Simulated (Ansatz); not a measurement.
Abridged output of a molecular run in Ansatz:

```
Functional definition: HF
2570 factors; integrals over basis functions are off by at most 9.3e-4 eV
mean field evaluation 1: about -29515.1541 eV, gradient 7.2e1 eV
mean field evaluation 2: about -29515.5440 eV, gradient 7.3e1 eV
mean field evaluation 4: about -29524.8420 eV, gradient 5.0e0 eV
mean field evaluation 8: about -29524.9740 eV, gradient 8.3e-1 eV
mean field -29524.97531866 eV, -1085.0228302138 hartree, gradient 2.6e-6 eV, S^2 0.000000; 0 other end points of the search recorded, 0 dependent functions left out
14 core orbitals not correlated: weight in the atoms' cores, before any rotation towards them, 1.000 or more for the frozen orbitals, at most 0.000 for the correlated occupied ones
reference -29524.97531866 eV, -1085.0228302138 hartree; 39, 39 occupied and 307, 307 virtual orbitals, 2570 factors
second order -71.02464129 eV of doubles, -0.00000000 eV of singles
cycle   1  -69.04380292 eV  change     2.0e0 eV  update   1.9e-1
cycle   2  -70.52128395 eV  change    -1.5e0 eV  update   5.8e-2
cycle   3  -70.85934355 eV  change   -3.4e-1 eV  update   2.9e-2
cycle   4  -70.82116134 eV  change    3.8e-2 eV  update   7.8e-3
cycle   5  -70.80340465 eV  change    1.8e-2 eV  update   3.1e-3
cycle   6  -70.80644960 eV  change   -3.0e-3 eV  update   1.1e-3
cycle   7  -70.80692994 eV  change   -4.8e-4 eV  update   3.3e-4
cycle   8  -70.80647300 eV  change    4.6e-4 eV  update   1.4e-4
cycle   9  -70.80641121 eV  change    6.2e-5 eV  update   5.3e-5
perturbative correction -2.29901011 eV, -0.0844870632 hartree
Total energy: -29598.08073999 eV, -1087.7094048948 hartree
```

Its atoms:

Cartesian coordinates in Å:
```
F 0.391 1.633 1.929
C -0.607 1.536 1.047
F -1.753 1.724 1.694
F -0.465 2.519 0.155
Sn -0.568 -0.431 0.046
F -0.912 -1.751 1.367
F -2.060 -0.504 -1.127
C 1.206 -1.082 -1.096
F 2.283 -1.118 -0.307
F 1.457 -0.234 -2.096
F 1.028 -2.293 -1.612
```

(1) Which basis set was used?
A. def2-TZVPP
B. def2-QZVPP
C. def2-SVP
D. cc-pV(Q+d)Z

(2) Write the keys of the input that set method, charge and spin (a neutral closed shell needs none for the last two).

Answers

(1) A. It gives 360 functions.

(2) 
```yaml
correlation: {method: ccsd_t}
```
